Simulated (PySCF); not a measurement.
```xyz
4
charge 0 multiplicity 1, angstrom
Sc    0.0000    0.0000    0.0000
F     0.0000    0.0000    1.8378
F     1.5916    0.0000   -0.9189
F    -1.5916    0.0000   -0.9189
```

Level of theory: PBE0/[Sc def2-TZVP, F def2-TZVP], no relativity, density fitting, PySCF.

This geometry of ScF₃ is a stationary point at this level.

Q: What is the point group?

A: D3h.

Q: Is it a minimum?

A: Yes: all harmonic wavenumbers are real.

Q: What are the dipole moment and the gap between the highest occupied and lowest empty levels?

A: 0.00 D and 8.57 eV.

Q: What is the atomisation energy, with and without zero-point energy?

A: 1860 kJ/mol without, 1845 kJ/mol with.

Other isomers or separated fragments may lie lower.
